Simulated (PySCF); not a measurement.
CH₃ClF₂Si, SMILES F[Si](C)(F)Cl.

The structure is a stationary point at PBE0-D3(BJ)/def2-SVP.

Two levels are set side by side: PBE/def2-TZVP (PySCF) and PBE0/def2-TZVP (PySCF). Same geometry, gas phase. Differences are taken from unrounded values.

```tsv
quantity	PBE0	PBE	PBE minus PBE0
orbital gap (eV)	10.44	8.07	-2.37
highest occupied level (eV)	-9.68	-8.23	1.45
lowest empty level (eV)	0.76	-0.16	-0.92
dipole moment (D)	2.42	2.32	-0.09
mean polarisability (bohr³)	44.9	46.8	1.9
```

PBE's occupied levels lie high since its potential decays too fast outside the molecule; exact exchange lowers them and widens the gap. PBE's more diffuse valence density responds more strongly to a field. Differences between two approximate levels are no errors against the true value.

Rough cost on one machine, each run with all the roots and properties that it gave: PBE0 against PBE within a factor of 2.
